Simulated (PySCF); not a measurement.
Electron correlation in Cl⁺ (chlorine, charge +1)

[Ne] 3s2 3p4, high-spin 3P determinant. Computed with PySCF 2.14 in aug-cc-pwCVTZ (8s7p5d3f, 75 functions), with no relativity, point nucleus. Frozen: 1s2; 14 electrons correlated.

| level | correlation energy (mhartree) |
| --- | --- |
| CCSD | -423.57 |
| (T) | -7.02 |
| CCSD(T) | -430.59 |

Diagnostics: T1 = 0.0067, D1 = 0.0310, largest double amplitude 0.039.

Cost of the coupled-cluster step: roughly 40 core-seconds, for 14 correlated electrons.
